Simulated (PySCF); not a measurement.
**Computed structure and properties of [La(H2O)3]3+**

System: [La(H2O)3]3+ (singlet); start: displaced along the imaginary mode (D3). Method: PySCF 2.14.0, RKS PBE0, La lcecp-1-SVP with ECP46, O def2-SVP, H def2-SVP; non-relativistic Hamiltonian with scalar-relativistic core potentials where named; density fitting; no spin-orbit coupling.

Input of the relaxation:

```python
mol = gto.M(atom='''
La    -0.00000    -0.00000    -0.00000
O      2.41590     0.00001     0.00000
H      3.03200     0.25001     0.76907
H      3.03200    -0.24999    -0.76907
O     -1.20796     2.09222     0.00000
H     -1.73252     2.50078     0.76907
H     -1.29951     2.75078    -0.76907
O     -1.20794    -2.09224    -0.00000
H     -1.29948    -2.75080     0.76907
H     -1.73250    -2.50080    -0.76907''',
    basis={'La': 'lcecp-1-SVP', 'O': 'def2-SVP', 'H': 'def2-SVP'},
    ecp={'La': 'lcecp-1-SVP'},
    charge=3, spin=0)
mf = dft.RKS(mol, xc='PBE0')
mf.grids.atom_grid = (50, 194)  # f atoms: unpruned, at least (60, 302)
mf = mf.density_fit()  # fitting sets: La AutoAux, O def2-universal-JKFIT, H def2-universal-JKFIT
mf.conv_tol = 1e-08; mf.max_cycle = 55
mf.kernel(dm0)  # dm0: converged density of the start geometry
# quasi-Newton relaxation in Cartesian coordinates to a largest gradient under 0.00045 Eh/bohr, steps kept in the point group
```

Run from Python with OMP_NUM_THREADS=2; the lines above give its settings. Where DIIS fails, smearing, a level shift and second-order steps follow.
It took 120 s on 2 threads of Arm Neoverse V1, with other jobs on the host, from the converged density of the start.

Course of the relaxation:

| step | energy above end (eV) | largest force component within the symmetry (eV/Å) |
| --- | --- | --- |
| 0 | 0.2568 | 1.188 |
| 1 | 0.1048 | 0.163 |
| 2 | 0.0986 | 0.043 |
| 3 | 0.0968 | 0.392 |
| 4 | 0.0901 | 0.136 |
| 5 | 0.0846 | 0.094 |
| 6 | 0.0761 | 0.465 |
| 7 | 0.0645 | 0.046 |
| 21 | 0.0020 | 0.051 |
| 22 | 0.0012 | 0.028 |
| 23 | 0.0008 | 0.069 |
| 24 | 0.0002 | 0.018 |
| 25 | 0.0002 | 0.075 |
| 26 | 0.0000 | 0.005 |
(The steps between are left out.)

Relaxed geometry (D3):

```xyz
10

La    0.0000    0.0000    0.0000
O     2.4013    0.0000    0.0000
H     3.0168    0.7621    0.1095
H     3.0169   -0.7621   -0.1095
O    -1.2006    2.0796    0.0000
H    -2.1684    2.2316    0.1095
H    -0.8485    2.9937   -0.1095
O    -1.2006   -2.0796    0.0000
H    -0.8484   -2.9937    0.1095
H    -2.1684   -2.2316   -0.1095
```

```json
{"contact": "La1–O2 (H2O)", "Å": "2.401"}
{"contact": "La1–O5 (H2O)", "Å": "2.401"}
{"contact": "La1–O8 (H2O)", "Å": "2.401"}
```

On the finer grid (75, 302):

The HOMO is -24.57 eV and the LUMO is -16.39 eV. The dipole about the centre of mass is 0.00 D, the set of Mulliken populations of La1 outside the core potential is s 2.08, p 6.12, d 0.67, f 0.05 and the D3(BJ) dispersion energy (not in the energies) is -0.128 eV.

```json
{"atom": "La1", "Mulliken (e)": "2.08", "Löwdin (e)": "1.82", "spin (e)": "0.00"}
{"atom": "O2", "Mulliken (e)": "-0.35", "Löwdin (e)": "-0.01", "spin (e)": "0.00"}
{"atom": "H3", "Mulliken (e)": "0.33", "Löwdin (e)": "0.20", "spin (e)": "0.00"}
{"atom": "H4", "Mulliken (e)": "0.33", "Löwdin (e)": "0.20", "spin (e)": "0.00"}
{"atom": "O5", "Mulliken (e)": "-0.35", "Löwdin (e)": "-0.01", "spin (e)": "0.00"}
{"atom": "H6", "Mulliken (e)": "0.33", "Löwdin (e)": "0.20", "spin (e)": "0.00"}
{"atom": "H7", "Mulliken (e)": "0.33", "Löwdin (e)": "0.20", "spin (e)": "0.00"}
{"atom": "O8", "Mulliken (e)": "-0.35", "Löwdin (e)": "-0.01", "spin (e)": "0.00"}
{"atom": "H9", "Mulliken (e)": "0.33", "Löwdin (e)": "0.20", "spin (e)": "0.00"}
{"atom": "H10", "Mulliken (e)": "0.33", "Löwdin (e)": "0.20", "spin (e)": "0.00"}
```

The large-core potential holds the 4f shell empty.

On the grid (50, 194), as all that follows. Harmonic modes: a minimum within the noise of the softest modes; lowest -11 cm⁻¹ (negative: unstable), highest 3641 cm⁻¹, zero-point energy 1.995 eV.

Taking off one H2O (charge 0, singlet; the rest: singlet) in vacuum, both parts rigid, costs 3.40 eV; the small basis without counterpoise inflates it. Parting with an electron moved from the ligand to the metal can be far cheaper, even downhill.

Rigid scan of H2O along the line from its metal:

| distance to O2 (Å) | energy (eV) |
| --- | --- |
| 2.10 | 0.593 |
| 2.20 | 0.227 |
| 2.30 | 0.049 |
| 2.40 | 0.000 |
| 2.50 | 0.038 |
| 2.60 | 0.133 |
| 2.80 | 0.411 |

One start shape was tried, so this needn't be the lowest isomer.
